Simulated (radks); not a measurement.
Results of a calculation; reference values are marked as such.
Excited configurations of Ag I: one electron is placed in a higher orbital outside [Kr] 4d10. The ground configuration is [Kr] 4d10 5s1. Level of theory: scalar-relativistic Kohn-Sham, r2SCAN, spin-unpolarised, spherical densities, finite nucleus; meta-GGA in the generalised Kohn-Sham scheme; Fermi nuclear charge, rms radius 4.5454 fm (a radial shooting solver on a logarithmic mesh with Libxc functionals). Excitation = E - E(ground); binding = E(ion) - E, where the ion is the core of charge +1; n* = 1/sqrt(2 binding) in atomic units, and the quantum defect is n - n*.

outer orbital,excitation (eV),binding (eV),n*,quantum defect
5f,6.853,0.572,4.878,0.122
6s,5.030,2.394,2.384,3.616
7s,6.198,1.226,3.331,3.669
7p,6.486,0.938,3.808,3.192

The Delta-SCF ionisation energy is 7.424 eV (NIST Atomic Spectra Database: 7.576 eV, measured). Self-interaction in the functional shifts the binding energies and quantum defects, so they are the method's values and not measured ones. Spin polarisation and multiplet splitting are left out, so open shells lie too high by an amount that depends on their filling.

Beside tabulated values, note that spin-unpolarised runs miss the spin-polarisation part of the exchange energy of open shells.
